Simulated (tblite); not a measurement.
C₄H₃F₂S (doublet state).
Bonds: F1–C2, C2–C3 (double), C3–F4, C3–S5, S5–C6, C6–C7, C2–C7. Hydrogens: H8, H9 on C6; H10 on C7.
Bond orders are those of one Lewis drawing.

Computed with GFN2-xTB (tblite), gas phase: L-BFGS steps from a force-field or distance-geometry start until the largest atomic force falls under 0.01 eV/Å.

Geometry at step 1:
```
atom  x, y, z in Å
F1      1.6455    1.5248   -0.9199
C2      0.8148    0.6048   -0.4028
C3      1.3254   -0.6320    0.0176
F4      2.5972   -0.9756   -0.0819
S5      0.0837   -1.6593    0.6625
C6     -1.2212   -0.3891    0.3787
C7     -0.5199    0.7812   -0.2274
H8     -1.9851   -0.8023   -0.2909
H9     -1.6874   -0.1455    1.3404
H10    -1.0441    1.6977   -0.4988
```

Problem. Give the atomic forces at this geometry.

Solution. 
```tsv
atom	Fx (eV/Å)	Fy (eV/Å)	Fz (eV/Å)
F1	-0.212	-0.037	0.027
C2	0.414	-0.259	0.095
C3	-0.584	0.568	-0.152
F4	0.262	-0.325	0.088
S5	-0.048	-0.082	0.023
C6	0.332	0.248	-0.176
C7	-0.516	0.532	-0.102
H8	0.110	-0.035	0.136
H9	0.054	-0.088	-0.105
H10	0.188	-0.521	0.166
```

The largest, 0.83 eV/Å, acts on C3; the rms over all components is 0.278 eV/Å. The forces sum to zero within rounding, as they must for an isolated molecule in no field.

Problem. Give the force on C3 in Eh/bohr and in nN.

Solution. 0.829 eV/Å ÷ 51.422 = 0.01612 Eh/bohr, and 0.829 eV/Å × 1.602 = 1.33 nN.

Problem. How far is this geometry from the end of the optimisation?

Solution. 0.031 eV above it, and 0.026 Å rms away after alignment. The bonds farthest from their final lengths, with half the difference of the two atoms' forces along the bond (positive lengthens):

| bond | now (Å) | final (Å) | force along bond (eV/Å) |
| --- | --- | --- | --- |
| C7–H10 | 1.090 | 1.072 | -0.65 |
| C2=C3 | 1.403 | 1.392 | -0.58 |
| S5–C6 | 1.843 | 1.833 | -0.01 |
| C3–F4 | 1.321 | 1.331 | +0.51 |
| C6–C7 | 1.493 | 1.484 | -0.10 |
| C2–C7 | 1.358 | 1.365 | +0.50 |

The angle farthest from its final value is F4–C3–S5, 124.2° against 120.8°.

Of the 4 listed bonds off by 0.010 Å or more, this force points towards the final length in 4.

The cost below is that of the whole relaxation. The run took under 0.1 s on one thread, Arm Neoverse V1 (aarch64) (shared host).
